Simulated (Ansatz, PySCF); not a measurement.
Breaking a bond: H2Se, SMILES [SeH2]. The Se1–H3 bond (Se1 also carries H; H3 carries nothing else) is varied alone, starting from the PBE0/def2-TZVP optimised geometry.

- RMP2 = MP2 on RHF/cc-pVDZ, cores with 3d frozen in Ansatz (a first-principles code)
- RHF/6-31G* = restricted Hartree-Fock/6-31G*, spherical d run with PySCF
- UMP2 = Ansatz with MP2 on UHF/cc-pVDZ, cores with 3d frozen

Energies are in kcal/mol, each relative to the lowest point of its own curve near equilibrium.

| R / Å | RMP2 | RHF/6-31G* | UMP2 |
|---|---|---|---|
| 1.18 | 35.9 | 35.4 | 35.9 |
| 1.27 | 14.3 | 13.8 | 14.3 |
| 1.31 | 8.4 | 7.9 | 8.4 |
| 1.40 | 1.3 | 1.0 | 1.3 |
| 1.42 | 0.6 | 0.4 | 0.6 |
| 1.47 | 0.0 | 0.0 | 0.0 |
| 1.52 | 0.7 | 1.0 | 0.7 |
| 1.58 | 3.0 | 3.5 | 3.0 |
| 1.61 | 4.5 | 5.2 | 4.5 |
| 1.70 | 10.5 | 11.7 | 10.5 |
| 1.86 | 23.8 | 25.9 | 23.8 |
| 1.95 | 31.9 | 34.6 | 35.7 |
| 2.18 | 52.1 | 56.7 | — |
| 2.45 | 72.6 | 80.7 | — |
| 2.68 | 86.4 | … | — |
| 2.88 | 95.7 | … | — |
| 3.27 | … | … | — |
| 3.63 | 110.7 | 149.8 | — |
| 3.93 | … | 159.9 | — |
| 4.44 | 101.8 | … | — |
| 5.13 | 84.6 | 182.7 | — |

### Question
Fill in the missing entries.

### Answer

- 2.68, RHF/6-31G*: 98.7
- 2.88, RHF/6-31G*: 112.4
- 3.27, RMP2: 107.0
- 3.27, RHF/6-31G*: 134.3
- 3.93, RMP2: 109.6
- 4.44, RHF/6-31G*: 172.3

A dash means that the run gave no value there, or that the column was ended at a point which the program doubted or which failed a test of continuity chosen for this set; such a test can also cut sound points.

The restricted form behind RMP2, RHF/6-31G* keeps the bonding electrons paired and can't separate into open-shell fragments. The unrestricted determinant behind UMP2 is spin-contaminated at 1.95 to 5.13 Å (<S²> up to 1.0, against 0.00 for a pure singlet).
